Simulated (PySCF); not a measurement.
Frontier orbitals and the lowest excitations

C₆H₈FN.
SMILES with atom numbers: `[CH3:1][C@@H:2]1[CH2:3][CH2:4][C@@:5]1([F:6])[C:7]#[N:8]` (hydrogens: H9, H10, H11 on C1; H12 on C2; H13, H14 on C3; H15, H16 on C4)

The calculation used PySCF, TDDFT wB97X-D/def2-SVPD, vertical, gas phase, core orbitals frozen in the response. One conformer (not necessarily the lowest) at the GFN2-xTB geometry, without solvent, vibrations or thermal averaging.

Frontier orbitals with the atoms that hold most of them (Löwdin shares over 4%, at most four atoms; ? is withheld):

```csv
orbital,ε (eV),atoms
HOMO-3,-11.94,"C3 17%, C2 13%, C4 10%, H13 10%"
HOMO-2,-11.75,"C3 18%, C4 17%, N8 17%, C7 13%"
HOMO-1,-11.35,?
HOMO,-10.92,"C5 16%, C2 16%, N8 14%, C4 14%"
LUMO,1.55,?
LUMO+1,2.14,"C3 14%, C4 13%, C7 10%, H13 8%"
LUMO+2,2.33,"N8 26%, C7 21%, C5 8%, C2 8%"
```

(1) Give the leading atoms of the HOMO-1.

(2) Which atoms hold the LUMO, and with what shares?

(3) The HOMO–LUMO gap is 12.47 eV. Where does the response calculation put the lowest singlet, and from which orbitals?

Results:

(1) C2 (bonded to 3 C and H) 20%; C3 (bonded to 2 C and 2 H) 18%; N8 (bonded to C) 10%; C5 (bonded to 3 C and F) 9%. By element: carbon 48% or more, nitrogen 10%.

(2) N8 (bonded to C) 25%; C7 (bonded to C and N) 25%; C5 (bonded to 3 C and F) 14%; F6 (bonded to C) 11%. By element: carbon 38% or more, nitrogen 25%, fluorine 11%.

(3) S1 is at 7.14 eV (f = 0.0007), 5.34 eV below the gap, made of HOMO→LUMO (68%), HOMO-2→LUMO (8%). Without the coupling terms of the response equations the lowest excitation would equal the gap.

Next come S2 at 7.92 eV (f 0.0093), HOMO-1→LUMO (29%), HOMO→LUMO+2 (20%), HOMO-4→LUMO (12%); S3 at 8.22 eV (f 0.0006), HOMO→LUMO (17%), HOMO-4→LUMO+2 (17%), HOMO-1→LUMO (13%); S4 at 8.31 eV (f 0.0094), HOMO-1→LUMO (35%), HOMO-4→LUMO (20%), HOMO-3→LUMO (14%); S5 at 8.42 eV (f 0.0031), HOMO-2→LUMO (22%), HOMO-4→LUMO+2 (15%), HOMO-3→LUMO (13%).
